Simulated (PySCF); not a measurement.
## GeI at PBE0

Computed with PBE0; basis Ge def2-TZVPPD, I def2-TZVPPD with ECP28; scalar-relativistic core potentials; PySCF 2.14.

| Property | Result |
| --- | --- |
| state | ²Π (doublet), unpaired electrons π ↑ |
| bond length | 2.525 Å |
| harmonic wavenumber | 244 cm⁻¹ |
| force constant | 1.64 mdyn/Å |
| rotational constant Be | 0.05661 cm⁻¹ |
| anharmonicity ωexe | 0.522 cm⁻¹ |
| vibration–rotation constant αe | 0.000175 cm⁻¹ |
| well depth De to Ge + I | 3.20 eV |
| dissociation energy D0 | 3.19 eV |
| bond order (Mayer) | 1.32 |
| dipole moment (positive dipole means Ge(−)I(+)) | -1.24 D |

These are scalar-relativistic numbers at best; spin–orbit coupling would shift them, the dissociation energy most. The state was picked by a PBE0 search and need not be the measured ground state.
